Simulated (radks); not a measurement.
Task: Species: Os XX. Configuration: [Kr] 4d10 4f11. Calculated with a radial shooting solver on a logarithmic mesh with Libxc functionals: non-relativistic Kohn-Sham, LDA (Slater exchange, Perdew-Wang correlation), spin-unpolarised, spherical densities, point nucleus; relativity is left out, which matters for an element this heavy. Some entries of the table are withheld. Estimate them.

orbital,occ.,eigenvalue (eV),<r^2> (bohr^2)
1s,2,-67824.68,0.0005312
2s,2,-11609.77,0.008292
2p,6,-11164.94,0.006122
3s,2,-3033.065,(1)
3p,6,(2),0.04765
3d,10,-2435.595,0.03688
4s,2,-969.4023,0.2433
4p,6,-880.5196,0.2488
4d,10,-717.4360,(3)
4f,11,-500.3917,0.2718
5s,0,-443.1695,(4)
5p,0,-408.1090,(5)

Result: 
(1) 3s <r^2> (bohr^2): 0.05165
(2) 3p eigenvalue (eV): -2824.923
(3) 4d <r^2> (bohr^2): 0.2585
(4) 5s <r^2> (bohr^2): 0.9342
(5) 5p <r^2> (bohr^2): 1.002
